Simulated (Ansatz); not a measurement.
Reactions of `C[Si](F)(Cl)N=C=O`.

Calculated with Ansatz (gas phase, PBE0-D4/def2-TZVP geometries, no zero-point term in ΔE). CCSD(T)/CBS is the MP2 limit (def2-TZVPP, def2-QZVPP) plus CCSD(T) − MP2 in def2-TZVPP, frozen cores. This one scheme is used for every species. DFT in def2-TZVPP. For Se outer-core shells are correlated without core-valence functions, which leaves a few kJ/mol of doubt a bond. Scalar relativity is left out up to krypton. One conformer a species, not always the lowest.

```csv
reaction,HF/CBS(def2) (eV),r2SCAN-D4 (eV),MP2/CBS(def2) (eV),ωB97X-V (eV),CCSD(T)/CBS(def2) (eV)
`C[Si](F)(Cl)N=C=O` + `OC1=C(F)C1` → `COC1=C(F)C1` + `O=C=N[SiH](F)Cl`,0.91,1.09,1.13,1.03,1.07
`C[Si](F)(Cl)N=C=O` + H₂Se → `C[Si](F)(Cl)[SeH]` + `N=C=O`,0.68,0.41,0.39,0.45,0.42
`C[Si](F)(Cl)N=C=O` + `CCO[SiH3]` → `CCO[Si](C)(F)Cl` + `O=C=N[SiH3]`,-0.17,-0.17,-0.17,-0.18,-0.17
`C[Si](F)(Cl)N=C=O` + `N[SiH3]` → `CN[SiH3]` + `O=C=N[SiH](F)Cl`,0.92,1.08,1.08,1.00,1.04
`C[Si](F)(Cl)N=C=O` + H₂O → `C[Si](O)(F)Cl` + `N=C=O`,-0.14,-0.18,-0.08,-0.16,-0.11
```

Largest T1 diagnostic: 0.018, for `N=C=O`.
